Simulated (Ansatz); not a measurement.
Species: sum formula AlOF2H, charge 0, multiplicity 1. SMILES: [OH][Al]([F])[F]
Structure (B3LYP-D3(BJ)/def2-TZVP (Ansatz, a first-principles code) minimum search):
```xyz
5

O      1.6043    -0.4426     0.0146
Al    -0.0158    -0.0052    -0.0007
F     -1.1540    -1.1796    -0.0993
F     -0.5081     1.5604     0.0797
H      2.3301     0.1804     0.0700
```

Quantity: atomisation energy (electronic, to ground-state atoms), in eV. Valence correlation only, unless marked. Open shells are spin-unrestricted. Spin-orbit coupling is left out. Non-relativistic. The coupled-cluster limit lacks core correlation, which all-electron functionals hold. CBS(X,Y): correlation extrapolated as X^-3; Hartree-Fock from the larger set (for Q and 5 zeta extrapolated as (X+1)exp(-9√X)).

| level | program | atomisation energy (eV) |
|---|---|---|
| HF/aug-cc-pV(T+d)Z | Ansatz | 15.95 |
| HF/cc-pV(5+d)Z | Ansatz | 16.05 |
| BLYP-D3(BJ)/def2-TZVPD | Ansatz + dftd3 | 21.76 |
| revPBE-D4/def2-TZVPD | Ansatz + dftd4 | 21.30 |
| revPBE/def2-TZVPD | Ansatz | 21.10 |
| B97M-V/def2-TZVPD | Ansatz | 21.77 |
| PBE0/6-31G* | Ansatz | 20.78 |

Question: Predict the CCSD(T)/CBS(cc-pV(Q+d)Z,cc-pV(5+d)Z) result (Ansatz).

Answer: 22.21 eV
